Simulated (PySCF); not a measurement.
Dissociation curve of CuF, singlet.

Levels of theory: UCCSD(T) = CCSD(T) on UHF/def2-TZVP, 6 core orbitals frozen (PySCF 2.14.0); RKS-BHandHLYP = PySCF with restricted BHandHLYP/def2-TZVP; RKS-M06-2X = restricted M06-2X/def2-TZVP in PySCF; RCCSD = CCSD on RHF/def2-TZVP, 6 core orbitals frozen (PySCF 2.14.0); UMP2 = MP2 on UHF/def2-TZVP, 6 core orbitals frozen (PySCF).

Energies are in kcal/mol, each relative to the lowest point of its own curve near equilibrium.

| R / Å | UCCSD(T) | RKS-BHandHLYP | RKS-M06-2X | RCCSD | UMP2 |
|---|---|---|---|---|---|
| 1.34 | 106.1 | 105.8 | 115.8 | 104.9 | 152.4 |
| 1.42 | 61.4 | 58.5 | 65.7 | 57.6 | 112.0 |
| 1.51 | 25.2 | 26.8 | 31.3 | 26.2 | ___ |
| 1.59 | 10.4 | 11.1 | 13.8 | 10.8 | 7.9 |
| 1.64 | 5.0 | 5.4 | 7.2 | 5.2 | 3.4 |
| 1.70 | 1.4 | 1.5 | ___ | 1.4 | ___ |
| 1.76 | 0.0 | 0.0 | 0.3 | 0.0 | 0.0 |
| 1.81 | 0.1 | 0.1 | 0.0 | 0.1 | ___ |
| 1.86 | 1.1 | 1.1 | 0.7 | 1.1 | ___ |
| 1.94 | 3.9 | 4.0 | 3.4 | 4.0 | 5.6 |
| 2.03 | 8.3 | 8.7 | 7.9 | 8.5 | 10.6 |
| 2.19 | 18.0 | 18.6 | 18.1 | 18.2 | 21.1 |
| 2.35 | 28.3 | 29.3 | 29.1 | 28.7 | 32.1 |
| 2.66 | 47.4 | 48.5 | 49.2 | 48.1 | 52.6 |
| 2.91 | 68.0 | 61.7 | 62.9 | 61.8 | — |
| 3.19 | 79.8 | 74.0 | 75.4 | 74.7 | — |
| 3.53 | 87.3 | 85.6 | 87.4 | 87.1 | — |
| 3.84 | 89.9 | 93.9 | 95.9 | 95.7 | — |
| 4.28 | ___ | 102.6 | 104.8 | — | — |
| 4.80 | 91.4 | 110.0 | 112.1 | — | — |
| 5.35 | 91.5 | 115.4 | 117.3 | — | — |
| 6.19 | 91.5 | 120.8 | 122.6 | — | — |
| 7.03 | 91.5 | 124.3 | 126.0 | — | — |

### Question
Complete the blanks.

### Answer

- 1.51, UMP2: 21.2
- 1.70, RKS-M06-2X: 2.5
- 1.70, UMP2: 0.6
- 1.81, UMP2: 0.6
- 1.86, UMP2: 2.1
- 4.28, UCCSD(T): 91.1

Dashes: no converged value, or the column stops at the first point that the program doubted or that broke a chosen test of continuity, which isn't proof of a fault.

The unrestricted solution behind UCCSD(T), UMP2 changes between 1.42 and 1.51 Å, which can leave a kink. The unrestricted determinant behind UCCSD(T), UMP2 is spin-contaminated at 1.34 to 1.42, 2.91 to 7.03 Å (<S²> up to 1.0, against 0.00 for a pure singlet). At the longest distance RKS-BHandHLYP, RKS-M06-2X leaves fractional charges on the fragments, a sign of delocalisation error or of the restricted form. The restricted form behind RKS-BHandHLYP, RKS-M06-2X keeps the bonding electrons paired and can't separate into open-shell fragments. The T1 diagnostic of CCSD on the restricted reference of RCCSD exceeds 0.045 at 3.19 to 4.28 Å.
